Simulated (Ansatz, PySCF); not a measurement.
Dimer: GaH3O (SMILES [OH][GaH2]) (first 5 atoms) with H2O (SMILES O); geometry from B3LYP-D3(BJ)/def2-TZVP, rigid monomers moved along the line of their centres of mass till H3···O6 is 1.75 Å.
(charge 0, multiplicity 1):
```tsv
atom	x (Å)	y (Å)	z (Å)
O	-0.4482	-0.9819	1.0283
Ga	0.3858	-0.3830	-0.4381
H	-0.3631	-0.4026	1.8023
H	0.2403	-1.3218	-1.6765
H	1.1604	0.9772	-0.3617
O	-0.2882	0.5466	3.2687
H	0.0855	-0.0088	3.9618
H	-1.1929	0.7320	3.5436
```

Counterpoise-corrected where a basis set is named; no monomer relaxation. Rows marked so take none.

Rows in 3-21G, 6-31G* carry no dispersion term and start afresh at each structure (6-31G* with six Cartesian d functions); the Pople sets are all-electron and without relativity. MP2/6-31G* freezes PySCF's default core, which leaves 3d correlated.

The values were computed with Ansatz (Gaussian basis) for Hartree–Fock, density functionals and correlated methods; PySCF for 3-21G rows, 6-31G* rows, the dispersion terms. 

**Question.** Estimate the interaction energy that HF/3-21G (no counterpoise) returns for this input.

**Answer.** -10.6 kcal/mol

Ansatz is a first-principles code.
